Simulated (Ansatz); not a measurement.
`C=C(N)I`. Total charge 0; spin multiplicity 1. I takes the def2 core potential.

```xyz
8

C    -1.214    0.141   -0.014
C     0.104    0.305    0.035
N     1.058   -0.671    0.212
I     0.926    2.234   -0.035
H    -1.892    0.979   -0.055
H    -1.635   -0.859    0.003
H     1.940   -0.515   -0.247
H     0.713   -1.614    0.100
```

Task: List the harmonic frequencies (cm⁻¹, unscaled) at PBE0-D4/def2-TZVP in Ansatz. (Estimate.)

Result: The calculation gave: 268, 300, 334, 476, 544, 580, 711, 808, 986, 1114, 1278, 1429, 1634, 1702, 3160, 3284, 3565, 3678.

Task: Is this a minimum?

Result: Yes, all 18 modes are real.

Task: Give the ideal-gas thermochemistry at 298.15 K and 1 bar (rigid rotor, harmonic oscillator; point group C1, symmetry number 1).

Result: Zero-point energy 154.6 kJ/mol; H(298) − E = 170.2 kJ/mol; entropy 311.2 J/(mol·K), of which translation 172.8, rotation 110.2, vibration 28.2; G(298) − E = 77.4 kJ/mol.
